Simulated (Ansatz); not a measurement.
A nudged elastic band was laid between two geometries of F$_{3}$HSi (5 atoms, charge 0, multiplicity 1).

Level of theory: Ansatz 0.2.0, RHF/def2-TZVP.

```json
{
 "movable images": "5",
 "climbing image": "yes",
 "spring": "5.0 eV/Å²",
 "optimiser": "quadratic models (default)",
 "start path": "through a guess of the saddle point",
 "force threshold": "0.05 eV/Å",
 "iteration limit": "60",
 "end points": "relaxed"
}
```

Image 0:

```xyz
5
Properties=species:S:1:pos:R:3
Si 0.223 0.000 0.199
H 0.170 0.000 1.647
F 1.692 0.000 -0.298
F -0.482 1.256 -0.377
F -0.482 -1.256 -0.377
```

Image 6:

```xyz
5
Properties=species:S:1:pos:R:3
Si -1.179 0.002 -0.143
H 1.998 -0.003 1.877
F 1.594 0.002 1.070
F -0.645 1.207 -1.008
F -0.647 -1.208 -1.003
```

Which bonds break or form, and what moves?

Bonds broken: Si1–H2, Si1–F3. Bonds formed: H2–F3. F3HSi becomes F2Si + FH.

Give the energies along the band, and the barrier.

The run converged. The highest image is number 3 of 0 to 6, 113.6 kcal/mol above the first end and 36.7 kcal/mol above the last; the last end lies 76.8 kcal/mol above the first. Neighbouring images differ by up to 2.2 eV, so the band resolves the path poorly. A vibrational analysis at the climbing image gives one clearly imaginary mode, 1860i cm⁻¹: a first-order saddle point. The orbitals stay closed-shell, which can raise the energy where a bond breaks towards radicals; this wasn't checked here.

```
image  path coordinate (Å)  energy (kcal/mol)  Si1–H2 (Å)  Si1–F3 (Å)  H2–F3 (Å)
    0                 0.00                0.0        1.45        1.55       2.47
    1                 0.43               13.2        1.45        1.55       2.07
    2                 0.86               62.4        1.49        1.62       1.61
    3                 1.29              113.6        1.64        1.81       1.16
    4                 1.89               83.7        2.32        2.31       0.91
    5                 2.49               77.6        3.09        2.67       0.90
    6                 3.09               76.8        3.76        3.03       0.90
```

What is the geometry of the highest image?


```xyz
5
Properties=species:S:1:pos:R:3:forces:R:3
Si -0.265 0.000 0.307 0.00 0.00 0.01
H 0.998 0.000 1.360 0.00 0.00 -0.01
F 1.546 0.000 0.337 0.02 0.00 0.01
F -0.579 1.227 -0.606 -0.01 -0.01 0.00
F -0.579 -1.227 -0.606 -0.01 0.00 0.00
```

Time of the run: 38 s on 4 threads of Intel(R) Xeon(R) Platinum 8488C (Sapphire Rapids), with other jobs on the host, peak memory 0.25 GiB.
